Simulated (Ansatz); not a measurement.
Basis-set extrapolation for ClFH₆Si₃ (`F[Si]([SiH3])([SiH3])Cl`) (PBE0-D4/def2-TZVP geometry, frozen core, the Gaussian-basis code of Ansatz). Multiplicity 1, RHF reference.

|  | def2-TZVPP | def2-QZVPP |
| --- | --- | --- |
| HF | -1429.433268 | -1429.477848 |
| MP2 correlation | -0.806567 | -0.879509 |
| CCSD(T) correlation | -0.908061 | not run |

Energies in hartree. Use E(X) = E(∞) + A·exp(−7.88·√X) for Hartree–Fock and E(X) = E(∞) + B·X^(−2.97) for correlation, with X = 3 and 4, and add CCSD(T) minus MP2 of the smaller set to the MP2 limit.

Q: What is the CCSD(T) energy at the basis-set limit?

A: HF limit: -1429.477848 + (-0.044580) × 0.13774 = -1429.48399. MP2 limit: -0.879509 + (-0.072942) × 0.74074 = -0.93354. Higher-order term: -0.908061 − (-0.806567) = -0.10149. Total: -1430.51902 hartree, 111.5 kcal/mol below CCSD(T)/def2-TZVPP.
